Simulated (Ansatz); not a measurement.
Reaction (redistribution): `[SiH]Br` + `[Cl][Al]([Cl])[Br]` → `Br[Si]Br` + `[Cl][AlH][Cl]`

Isolated molecules relaxed with PBE0-D4/def2-TZVP in Ansatz; ΔE leaves out vibrations. CCSD(T)/CBS is the MP2 limit (def2-TZVPP, def2-QZVPP) plus CCSD(T) − MP2 in def2-TZVPP, frozen cores. This one scheme is used for every species. DFT in def2-TZVPP. HSE06 is defined as in plane-wave codes. For Br outer-core shells are correlated without core-valence functions, which leaves a few kJ/mol of doubt a bond. Scalar relativity is left out up to krypton.

`[SiH]Br`:

Cartesian coordinates in Å:
```
Si -0.170 -0.855 0.079
Br 0.170 1.054 1.210
H -0.001 -0.199 -1.289
```

`[Cl][Al]([Cl])[Br]`:

Cartesian coordinates in Å:
```
Cl 1.494 -1.317 0.630
Al 0.034 0.011 0.003
Cl 0.555 1.959 -0.465
Br -2.083 -0.653 -0.168
```

`Br[Si]Br`:

```xyz
3

Br   -1.245    0.750    1.078
Si    0.727    0.602    0.007
Br    0.518   -1.352   -1.085
```

`[Cl][AlH][Cl]`:

Z-matrix (Å, degrees):
```
Al
Cl 1 2.082
Cl 1 2.082 2 118.2
H 1 1.563 2 120.9 3 180.0
```

**Question.** Is it downhill or uphill in electronic energy at CCSD(T)/CBS, and by how much? (Estimate.)

**Answer.** The calculation gave: Uphill: ΔE = +11.5 kJ/mol.

**Question.** What do these levels give: r2SCANh-D4, HSE06-D4, RPA@PBE/def2-TZVPP, HF/def2-SVP, MP2/def2-SVP, HF/def2-TZVPP? (Best estimate.)

**Answer.** Computed: r2SCANh-D4 5.6, HSE06-D4 3.7, RPA@PBE/def2-TZVPP 14.7, HF/def2-SVP 29.4, MP2/def2-SVP 17.7, HF/def2-TZVPP 24.2 kJ/mol.

Largest T1 diagnostic among the species: 0.011.

From BLYP to BHLYP (50 % exact exchange), in def2-TZVPP and without D4, ΔE moves by +16.3 kJ/mol. Leaving LDA and LC-ωPBE aside and taking each functional with its dispersion term where it has one, the values, not all of them listed here, spread over 16.3 kJ/mol, from PBE-D4 to BHLYP-D4. In def2-TZVPP, CCSD(T) changes the Hartree–Fock value by −9.8 kJ/mol (the triples alone add −3.7 kJ/mol) and MP2 by −13.3 kJ/mol.
